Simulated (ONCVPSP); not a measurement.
# Configuration tests for tin (ONCV)

tin, optimised norm-conserving Vanderbilt (ONCV), made with ONCVPSP 4.0.1 (PBE, scalar-relativistic). Core [Ar] 3d10, reference 4s2 4p6 4d10 5s2 5p2. Waves: 4s+5s: rc 1.60 bohr, ncon 4, nbas 8, qcut 7.9 1/bohr, 2 projectors; 4p+5p: rc 1.70 bohr, ncon 4, nbas 8, qcut 6.4 1/bohr, 2 projectors; 4d: rc 1.50 bohr, ncon 4, nbas 9, qcut 8.7 1/bohr, 2 projectors, debl 1.1 Ha. Local part: polynomial inside 1.25 bohr (lpopt 5, dvloc0 0 Ha). Core correction: polynomial model core, fcfact 0.35.

Energies are relative to the spin-unpolarised reference configuration 4s2 4p6 4d10 5s2 5p2; without spin polarisation the order of configurations can differ from experiment.

Q: Give the all-electron excitation energy and the error of the potential for: 4s2 4p6 4d10 5s2 5p1; 4s2 4p6 4d10 5s2 5p0; 4s2 4p6 4d10 5s1 5p0; 4s2 4p6 4d10 5s0 5p4.

A:

```
valence configuration  charge  ΔE all-electron (eV)  error AE − PS (meV)
 4s2 4p6 4d10 5s2 5p1      +1                 6.875                 -1.5
 4s2 4p6 4d10 5s2 5p0      +2                20.828                 -4.7
 4s2 4p6 4d10 5s1 5p0      +3                51.800                  -16
 4s2 4p6 4d10 5s0 5p4       0                14.186                 -9.3
```

Levels in the configuration 4s2 4p6 4d10 5s2 5p0:

| level | all-electron (eV) | pseudo (eV) |
| --- | --- | --- |
| 4s | -151.386 | -151.400 |
| 4p | -107.153 | -107.161 |
| 4d | -43.209 | -43.212 |
| 5s | -26.091 | -26.092 |
